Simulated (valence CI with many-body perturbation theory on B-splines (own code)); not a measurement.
## Valence orbitals of Kr VI

Calculated by relativistic CI+MBPT: three valence electrons over a frozen Dirac-Fock core [Ar] 3d10, radial functions for each j: 11 s, 11 p, 9 d, 7 f, 5 g, 2 h, 1 i, with the one-electron correlation potential Σ1 (screened to all orders), the two-electron term Σ2, the three-electron term Σ3, Breit, model QED; selected single and double excitations, second order for the rest, scaled by the run's own slope (own B-spline code, finite nucleus).

Against 39 measured levels this calculation errs by 174 cm⁻¹ on average and by 872 at most. These come from a selection out of Saloman, J. Phys. Chem. Ref. Data 36, 215 (2007). Levels without a partner in it may be off by more. 4 measured levels below the end of the list, from 390595 cm⁻¹ on, found no clear computed partner, and computed levels of the same name lie up to 2816 cm⁻¹ from them.

These are the spectroscopic orbitals of the CI (the correlating ones are not listed), shaped by the core and the other valence electrons. h is the expectation value of the core's Dirac-Fock operator, without the valence repulsion; Σ1 is computed up to l = 3 at one energy for each symmetry, that of its lowest orbital but kept below the first core excitation, so for empty shells it is not the orbital's own correlation shift; Breit and QED include the response of the core.

| Orbital | h (hartree) | Σ1 (cm⁻¹) | Breit (cm⁻¹) | QED (cm⁻¹) | ⟨r⟩ (bohr) |
| --- | --- | --- | --- | --- | --- |
| 4s1/2 | -4.566 | -9269 | 268 | 233 | 1.416 |
| 5s1/2 | -2.3395 | -2234 | 84.6 | 72.4 | 2.865 |
| 6s1/2 | -1.4231 | -898 | 36.9 | 31.6 | 4.832 |
| 7s1/2 | -0.95842 | -461 | 19.7 | 16.9 | 7.283 |
| 4p1/2 | -3.9126 | -7571 | 374 | -14.3 | 1.554 |
| 5p1/2 | -2.0718 | -1888 | 118 | -4.6 | 3.173 |
| 6p1/2 | -1.2929 | -827 | 56.1 | -2.2 | 5.256 |
| 7p1/2 | -0.88499 | -443 | 31.2 | -1.2 | 7.837 |
| 4p3/2 | -3.8685 | -7269 | 223 | 3.2 | 1.575 |
| 5p3/2 | -2.0549 | -1834 | 71.0 | 0.9 | 3.201 |
| 6p3/2 | -1.2846 | -807 | 34.7 | 0.4 | 5.292 |
| 7p3/2 | -0.88026 | -433 | 19.3 | 0.2 | 7.880 |
| 4d3/2 | -2.8489 | -4054 | 50.9 | -7.8 | 1.990 |
| 5d3/2 | -1.6369 | -1386 | 21.3 | -3.2 | 3.882 |
| 6d3/2 | -1.0711 | -682 | 11.2 | -1.7 | 6.235 |
| 4d5/2 | -2.8426 | -4015 | 10.6 | -4.8 | 1.996 |
| 5d5/2 | -1.6342 | -1376 | 4.5 | -2.0 | 3.889 |
| 6d5/2 | -1.0697 | -678 | 2.5 | -1.0 | 6.244 |
| 4f5/2 | -1.9506 | -1432 | -0.6 | 0.0 | 2.778 |
| 5f5/2 | -1.2467 | -765 | -0.4 | 0.0 | 4.956 |
| 4f7/2 | -1.9507 | -1429 | -2.0 | 0.1 | 2.778 |
| 5f7/2 | -1.2468 | -764 | -1.5 | 0.0 | 4.955 |
| 5g7/2 | -1.2034 |  | 0.0 | 0.0 | 4.559 |
| 5g9/2 | -1.2034 |  | 0.0 | 0.0 | 4.559 |

Among the shells of the start configuration 4s2 4p1, Σ1 is largest in size for 4s1/2, where it is 0.92 % of h.

Lowest root of each symmetry, sizes in configuration state functions:

| J | Parity | Roots | Reference | Variational | Second order | Change by selected CI (cm⁻¹) | Change by second order (cm⁻¹) |
| --- | --- | --- | --- | --- | --- | --- | --- |
| 1/2 | even | 10 | 38 | 9454 | 31153 | -1516 | -1 |
| 3/2 | even | 12 | 53 | 15567 | 57942 | -1469 | -1 |
| 5/2 | even | 10 | 48 | 17001 | 75988 | -1510 | -1 |
| 7/2 | even | 4 | 27 | 16826 | 81495 | -4589 | -7 |
| 9/2 | even | 2 | 13 | 13001 | 66712 | -4841 | -14 |
| 1/2 | odd | 12 | 32 | 12598 | 29524 | -3620 | -1 |
| 3/2 | odd | 17 | 46 | 18961 | 56549 | -3576 | -1 |
| 5/2 | odd | 11 | 36 | 18834 | 77300 | -3814 | -3 |
| 7/2 | odd | 6 | 23 | 16820 | 82427 | -3852 | -2 |
| 9/2 | odd | 2 | 10 | 9525 | 60949 | -3832 | -6 |
